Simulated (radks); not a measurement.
All-electron atom: Ni IV in [Ar] 3d7 (the NIST ground configuration).

All-electron calculation, scalar-relativistic Kohn-Sham, r2SCAN, spin-polarised, spherical densities, finite nucleus; open shells are filled with parallel spins first; meta-GGA in the generalised Kohn-Sham scheme; Fermi nuclear charge, rms radius 3.7757 fm. Program: a radial shooting solver on a logarithmic mesh with Libxc functionals.

Energy parts (eV):
part                      energy
total                 -41321.311
kinetic                41898.962
electron-nucleus      -98195.671
Hartree                16677.223
exchange-correlation   -1701.824

Orbitals (lengths in bohr, moments of r in powers of bohr):
orbital  occ.  eigenvalue (eV)      <r>     <r^2>  <1/r>
1s up       1        -8278.715  0.05410  0.003938  28.09
1s down     1        -8278.730  0.05410  0.003938  28.09
2s up       1        -1033.107   0.2447   0.07068  6.083
2s down     1        -1030.736   0.2443   0.07045  6.093
2p up       3        -892.5888   0.2154   0.05697  5.954
2p down     3        -890.7959   0.2150   0.05673  5.963
3s up       1        -156.3543   0.7337    0.6203  1.933
3s down     1        -151.6266   0.7370    0.6260  1.921
3p up       3        -114.9596   0.7672    0.6912  1.790
3p down     3        -110.2648   0.7724    0.7011  1.776
3d up       5         -49.0740   0.8818    0.9792  1.469
3d down     2         -44.5337   0.9090     1.050  1.439

The highest occupied level is 3d down at -44.534 eV. The spin density at the nucleus is -0.725 e/bohr^3 (1s 0.015, 2s -2.657, 3s 1.917). For comparison, the ionisation energy in NIST's Atomic Spectra Database is 54.9 eV (semi-empirical). In exact Kohn-Sham theory the highest level is minus the ionisation energy, but local and semilocal functionals leave it too shallow, through self-interaction and a potential that decays too fast; potentials with the right tail come closer. The density falls to 0.001 e/bohr^3 at r = 2.65 bohr. The electron density at the nucleus is 1.976e+04 e/bohr^3 (large components only). Spin moment in Bohr magnetons: 3.
